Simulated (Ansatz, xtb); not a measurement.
**B2Br2F2H2: which of two isomers lies lower**

Structure X is `F[B@H-]1[Br+][B@H-](F)[Br+]1`, a singlet and structure Y is `F[B@H-]1[Br+][B@@H-](F)[Br+]1`, a singlet. Both are isolated molecules in the gas phase, relaxed with PBE0-D4/def2-SVP.

X (Å):

```xyz
8

B     1.1210   -0.0008    0.9199
B    -1.1210    0.0000   -0.9193
Br    0.8312   -0.8791   -1.0131
Br   -0.8212    0.9012    1.0017
F     1.2186   -0.9506    1.8392
F    -1.2406    0.9390   -1.8470
H     1.9440    0.8694    0.8261
H    -1.9321   -0.8791   -0.8074
```

Y (Å):

```xyz
8

B    -2.8597   -1.7578    3.0984
B    -1.5763   -2.6918    0.6757
Br   -2.6103   -0.8809    1.1611
Br   -1.9298   -3.6141    2.5753
F    -4.1459   -1.9457    3.3535
F    -2.2220   -3.3463   -0.2781
H    -2.1427   -1.1792    3.8698
H    -0.4034   -2.4461    0.5876
```

Question: Estimate E(Y) − E(X) at the level CCSD(T)/def2-SVP + ΔMP2/def2-TZVPP.

Answer: CCSD(T)/def2-SVP + ΔMP2/def2-TZVPP gives E(Y) − E(X) = −0.020 eV, slightly favouring structure Y, which is too small a margin to settle the true order.

How the difference moves with the method:

```tsv
level	geometry	E(Y) − E(X) (eV)	departure from the last row (eV)	job, with rough time for the two
PBE0-D4/def2-SVP	PBE0-D4/def2-SVP	−0.018	+0.002	optimisation, 1.9 min
HF/def2-SVP	PBE0-D4/def2-SVP	−0.007	+0.013	part of the CCSD(T) run
MP2/def2-SVP	PBE0-D4/def2-SVP	−0.016	+0.004	part of the CCSD(T) run
CCSD(T)/def2-SVP	PBE0-D4/def2-SVP	−0.014	+0.006	single point
CCSD(T)/def2-SVP + ΔMP2/def2-TZVPP	PBE0-D4/def2-SVP	−0.020		single point, 1.9 min
```

As drawn, both hold the same kinds of bond in the same numbers.

The largest departure from CCSD(T)/def2-SVP + ΔMP2/def2-TZVPP is that of HF/def2-SVP, 0.013 eV. A small imaginary or near-zero mode remains, so no thermal terms are given. Levels run at GFN2-xTB geometries aren't shown. The last row adds to CCSD(T) the change of the MP2 difference between the two basis sets, here −0.006 eV.

The correlated steps freeze 22 core orbitals; the filled d shell of Br is correlated, in a basis made for valence electrons. Programs: Ansatz 0.2.0, xtb 6.7.1; the last row on 2 threads of Arm Neoverse V1 on a shared host.
